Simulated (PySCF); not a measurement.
Simulated outer-valence photoelectron spectrum of `O[Si](O)(O)O`. Method: EOM-IP-CCSD/aug-cc-pVDZ in PySCF, restricted Hartree–Fock reference, frozen core, non-relativistic, gas phase, PBE0-D3(BJ)/def2-SVP geometry.

Each root has a Gaussian of 0.6 eV full width with its one-hole share as area; cross sections and vibrations are left out, and the highest printed point is 100.

```
ionisation energy (eV)  intensity
                  11.1          0
                  11.2          1
                  11.3          4
                  11.4          9
                  11.5         18
                  11.6         32
                  11.7         49
                  11.8         64
                  11.9         72
                  12.0         70
                  12.1         60
                  12.2         47
                  12.3         37
                  12.4         35
                  12.5         40
                  12.6         48
                  12.7         57
                  12.8         62
                  12.9         62
                  13.0         58
                  13.1         53
                  13.2         51
                  13.3         57
                  13.4         69
                  13.5         85
                  13.6         97
                  13.7        100
                  13.8         92
                  13.9         77
                  14.0         59
                  14.1         46
                  14.2         39
                  14.3         38
                  14.4         39
                  14.5         38
                  14.6         33
                  14.7         25
                  14.8         17
                  14.9         10
                  15.0          5
                  15.1          2
                  15.2          1
                  15.3          0
```

Question: Where are the maxima, and how many lines lie under the curve?

Answer: 4 maxima, at 11.9, 12.8, 13.7 and 14.4 eV, from 8 lines. At this width some lines have no maximum of their own.

Question: List the lines with their holes.

Answer: 
| E (eV) | leading hole (HF orbital) | area | Koopmans (eV) |
| --- | --- | --- | --- |
| 11.90 | HOMO | 0.95 | 13.69 |
| 11.95 | HOMO-1 | 0.95 | 13.73 |
| 12.69 | HOMO-2 | 0.95 | 14.40 |
| 12.98 | HOMO-3 | 0.95 | 14.76 |
| 13.60 | HOMO-4 | 0.95 | 15.31 |
| 13.63 | HOMO-5 | 0.95 | 15.34 |
| 13.85 | HOMO-6 | 0.95 | 15.60 |
| 14.48 | HOMO-7 | 0.95 | 16.21 |

The widest gap, 0.74 eV, lies between 11.95 and 12.69 eV. Only orbitals with −ε under 21 eV, eight at most, were ionised, so the high end of the curve may lack lines.

Shape of the structure used: `[OH:1][Si:2]([OH:3])([OH:4])[OH:5]`: H–O1–Si2–O3 159°, H–O3–Si2–O1 -31°, H–O4–Si2–O1 -156°, H–O5–Si2–O1 -84°.
